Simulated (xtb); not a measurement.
C4H6Si, SMILES C1=C[SiH2]C=C1. All values are semi-empirical tight-binding results from xtb (GFN2-xTB unless named), good for trends rather than for accurate numbers. The structure is a stationary point at GFN2-xTB.

Optimised geometry:

Bonds (Å): C1–C2 1.338, C1–C5 1.457, C1–H6 1.082, C2–Si3 1.887, C2–H7 1.077, Si3–C4 1.887, Si3–H8 1.464, Si3–H9 1.464, C4–C5 1.338, C4–H10 1.077, C5–H11 1.082. Bond angles (°): C2–C1–C5 116.2, C2–C1–H6 124.3, C5–C1–H6 119.5, C1–C2–Si3 109.4, C1–C2–H7 122.3, Si3–C2–H7 128.3, C2–Si3–C4 88.8, C2–Si3–H8 113.5, C2–Si3–H9 113.5, C4–Si3–H8 113.5, C4–Si3–H9 113.5, H8–Si3–H9 112.3, Si3–C4–C5 109.4, Si3–C4–H10 128.3, C5–C4–H10 122.3, C1–C5–C4 116.2, C1–C5–H11 119.5, C4–C5–H11 124.3.

- point group as xtb finds it: C2v
- orbital gap: 2.98 eV
- dipole moment: 0.21 D
- zero-point energy: 49.8 kcal/mol
- G − E(el) at 298.15 K (modified RRHO): 32.6 kcal/mol
- static polarisability (D4 model): 72.4 bohr³
- solvation energy, GFN2-xTB/ALPB(water): 0.4 kcal/mol
- solvation energy, GFN2-xTB/ALPB(dmso): -3.1 kcal/mol

Computed atomic charges and the Wiberg bond orders between heavy atoms:
charges (e) C1 -0.03, C2 -0.15, Si3 0.45, C4 -0.15, C5 -0.03, H6 0.02, H7 0.02, H8 -0.08, H9 -0.08, H10 0.02, H11 0.02. Bond orders C1–C2 1.87, C2–Si3 0.90, Si3–C4 0.90, C1–C5 1.12, C4–C5 1.87.
